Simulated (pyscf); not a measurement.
Single points on ωB97X-D3(BJ)/def2-SVP structures (PySCF, gas phase). MP2 and CC: frozen core, UHF for open shells. ΔMP2 is the change of the MP2 total energy from the triple- to the quadruple-zeta basis.

Q: For the elementary gas-phase step H₃Si–As=GaH → H₃Si–AsH–Ga [singlet] (singlet surface; Ga–H, H–Si broken, As–H, H–Si formed), what barrier and reaction energy does CCSD(T)/def2-TZVPP + ΔMP2(QZVPP) give, measured from the reactant's lowest minimum found?

A: ΔE‡ = 55.1 kcal/mol, ΔE = -5.6 kcal/mol. Zero-point energy shifts the barrier by -1.7 kcal/mol. It is a concerted two-bond exchange, with an imaginary mode of 904i cm⁻¹. H₃Si–As=GaH is closed by a dative Ga–Si contact. This is the saddle that the search found; another between the same sides may lie lower. One closed-shell reference is unstable to symmetry breaking; treat the single-reference values with care. The CCSD(T) − MP2 part came from Ansatz, without density fitting, on the same reference. The frozen core leaves the outer d or s,p core shells of the metals and heavy elements correlated in the MP2 and CC values, and def2-TZVPP describes them poorly, which can shift differences by a few kcal/mol. Elements up to Kr have no core potential and no relativistic terms here.
